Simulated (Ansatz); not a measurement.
BH₈NSi₂, SMILES `BN([SiH3])[SiH3]`. Total charge 0; spin multiplicity 1.

Z-matrix (Å, degrees):
```
Si
N 1 1.751
H 1 1.486 2 109.8
H 1 1.481 2 108.6 3 120.7
H 1 1.486 2 109.8 3 -118.7
Si 2 1.756 1 120.4 3 59.2
B 2 1.409 1 122.4 3 -120.9
H 6 1.483 2 110.5 1 -119.3
H 6 1.487 2 107.5 1 -0.1
H 6 1.483 2 110.5 1 119.2
H 7 1.198 2 120.6 1 0.0
H 7 1.203 2 119.0 1 -180.0
```

**Question.** What are the harmonic wavenumbers in cm⁻¹ at PBE0-D4/def2-TZVP (Ansatz, finite differences of forces, unscaled)? (Estimate.)

**Answer.** Computed: 52, 109, 181, 224, 266, 419, 569, 652, 687, 735, 738, 841, 938, 939, 945, 952, 959, 980, 1022, 1081, 1207, 1362, 2221, 2225, 2230, 2242, 2244, 2258, 2546, 2632.

**Question.** Is this a minimum?

**Answer.** Yes, all 30 modes are real.

**Question.** Give the ideal-gas thermochemistry at 298.15 K and 1 bar (rigid rotor, harmonic oscillator; point group Cs, symmetry number 1).

**Answer.** Zero-point energy 206.1 kJ/mol; H(298) − E = 227.7 kJ/mol; entropy 348.6 J/(mol·K), of which translation 164.8, rotation 110.2, vibration 73.6; G(298) − E = 123.8 kJ/mol. Modes under 100 cm⁻¹ are hindered rotations or soft bends, so the harmonic entropy is rough.
